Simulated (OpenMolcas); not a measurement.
An OpenMolcas run meant for Mn3+ (ANO-RCC-VTZP, X2C; inactive shells 1s 2s 2p 3s 3p; intended active space 4 electrons in 5 orbitals (3d)). One step of its input:

```
&CASPT2
Multistate=5 1 2 3 4 5
Frozen=2 3
IPEA=1.5
Imaginary=0.1
MaxIter=60
WThr=0.0 0.3 0.05
PrWF=0.5
NoMix
```

The run finished. Its levels beside those of a sound run (SS-CASPT2, IPEA 0.25 Eh, imaginary shift 0.1 Eh (closed shells correlated: 3s 3p)), in cm-1 above each run's lowest level:

```csv
Level,This run,Usual run
3d4 5D0,0.0,0.0
3d4 5D1,101,102
3d4 5D2,299,300
3d4 5D3,585,587
3d4 5D4,953,954
3d4 3P0,22672,20818
3d4 3P1,23278,21426
3d4 3H4,22497,21577
3d4 3H5,22712,21793
3d4 3H6,22953,22038
3d4 3P2,24345,22492
3d4 3F2,24890,23103
3d4 3F3,24952,23179
3d4 3F4,25061,23297
```

Problem. Which setting is unsound, and how much does it matter here?

Solution. The IPEA shift is far above its usual 0.25 hartree. Against the sound run the excited levels shown move by 1000 cm-1 on average and by 1900 cm-1 at most.

CASPT2 does not keep the components of a term degenerate, so their means are used; among the terms shown or strongly mixed into the levels shown the widest spread is 270 cm-1 (3d4 3H, this run). Some high roots are left out of the spin-orbit mixing, which shifts the levels that they would mix with. Levels of configurations outside the active space are missing.
